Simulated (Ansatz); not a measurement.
```yaml
crystal:
  periodic: [false, false, false]
  atoms:
    - {symbol: N, position_ang: [-0.127937, 0.418022, -1.371692]}
    - {symbol: C, position_ang: [-0.074686, 0.634550, 0.067765]}
    - {symbol: Ga, position_ang: [0.458087, -0.992798, 1.056534]}
    - {symbol: H, position_ang: [-0.692856, -0.386836, -1.607057]}
    - {symbol: H, position_ang: [-0.524539, 1.214600, -1.855310]}
    - {symbol: H, position_ang: [0.678963, 1.398556, 0.291019]}
    - {symbol: H, position_ang: [-1.011122, 1.008731, 0.518766]}
    - {symbol: H, position_ang: [0.343552, -2.397262, 0.352783]}
    - {symbol: H, position_ang: [0.950525, -0.897553, 2.547193]}
basis:
  gaussian: {orbitals: "6-31G*"}
hamiltonian: {xc: {name: HF}, pseudopotentials: {relativity: none}}
correlation: {method: ccsd_t, electrons: all}
outputs: {forces: true}
```

```sh
$ ansatz run in.yaml --threads 2 --pin off --events-out ev --progress --plain --max-ram 4352MiB
```

Output, abridged:

```
Error: YAML parse error: error: line 17 column 1: unknown field `outputs`, expected one of crystal, accuracy, basis, kpoints, hamiltonian, magnetization, projection, total_charge, correlation, batch, efield, external_charges, scf, relax, neb, saddle, md, ramp, phonons, dielectric, real_time, elastic, magnetic_configurations, gw, evaluate, workflow, output, checkpoint, execution
  --> <input>:17:1
   |
15 | hamiltonian: {xc: {name: HF}, pseudopotentials: {relativity: none…
16 | correlation: {method: ccsd_t, electrons: all}
17 | outputs: {forces: true}
   | ^ unknown field `outputs`, expected one of crystal, accuracy, basis, kpoints, hamiltonian, magnetization, projection, total_charge, correlation, batch, efield, external_charges, scf, relax, neb, saddle, md, ramp, phonons, dielectric, real_time, elastic, magnetic_configurations, gw, evaluate, workflow, output, checkpoint, execution
```

Task: Something in this input is off. What?

Result: The input holds a key that doesn't belong there. The input was rejected before any iteration.
